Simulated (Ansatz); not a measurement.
System: NS, net charge 0, doublet state. 
Structure (B3LYP-D3(BJ)/def2-TZVP (Ansatz, a quantum-chemistry and plane-wave program) minimum search):
```xyz
2

N      0.0000     0.0000    -1.0378
S      0.0000     0.0000     0.4540
```
Charge 0, spin multiplicity 2.

Task: Give the harmonic wavenumbers at B3LYP-D3(BJ)/def2-TZVP (Ansatz, finite differences of forces, unscaled).

Result: 1256 cm⁻¹. Zero-point energy 1.8 kcal/mol.

Task: From these and the geometry, give the ideal-gas thermochemistry at 298.15 K and 1 atm (rigid rotor, harmonic oscillator).

Result: Point group C∞v, rotational symmetry number 1. Rotational constants 23.3, 23.3 GHz. S(trans) 37.41, S(rot) 13.09, S(vib) 0.03, S(elec, spin only) 1.38, S 51.9 cal/(mol K). H(298) - H(0) 2.08 kcal/mol; G - E(el) -11.6 kcal/mol.
